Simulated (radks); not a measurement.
Q: Isoelectronic series with 45 electrons, all held in the configuration [Kr] 4d8 5s1, which need not be the ground one along the series. All-electron calculation, scalar-relativistic Kohn-Sham, r2SCAN, spin-polarised, spherical densities, finite nucleus; open shells are filled with parallel spins first (spin-orbit coupling, left out, can overturn this in heavy ions); meta-GGA in the generalised Kohn-Sham scheme; Fermi nuclear charge, rms radius of each element as measured or else 0.836 A^(1/3) + 0.57 fm. Program: a radial shooting solver on a logarithmic mesh with Libxc functionals. Total energies (hartree) and mean radii <r> (bohr) (* marks an orbital that is empty in some or all of the ions):

| ion | E (hartree) | 5s down* | 4d down | 5s up |
|---|---|---|---|---|
| Rh | -4784.73656 | 3.457 | 1.590 | 3.199 |
| Pd+ | -5046.03784 | 2.837 | 1.394 | 2.731 |
| Ag2+ | -5315.26852 | 2.486 | 1.262 | 2.426 |
| Cd3+ | -5592.42963 | 2.240 | 1.162 | 2.202 |
| In4+ | -5877.54413 | 2.053 | 1.081 | 2.026 |
| Sn5+ | -6170.63332 | 1.902 | 1.014 | 1.883 |
| Sb6+ | -6471.73039 | 1.777 | 0.9559 | 1.762 |
| Te7+ | -6780.86743 | 1.671 | 0.9058 | 1.659 |
| Xe9+ | -7423.43307 | 1.497 | 0.8220 | 1.490 |
| Cs10+ | -7756.9448 | 1.425 | 0.7864 | 1.419 |
| Ba11+ | -8098.6685 | 1.361 | 0.7542 | 1.356 |
| La12+ | -8448.6566 | 1.302 | 0.7248 | 1.298 |
| Ce13+ | -8806.9579 | 1.249 | 0.6978 | 1.246 |
| Pr14+ | -9173.6275 | 1.200 | 0.6729 | 1.198 |
| Nd15+ | -9548.7190 | 1.156 | 0.6499 | 1.154 |

Estimate the row of I8+.

A: E (hartree) -7098.09006; 5s down* 1.578; 4d down 0.8615; 5s up 1.569.
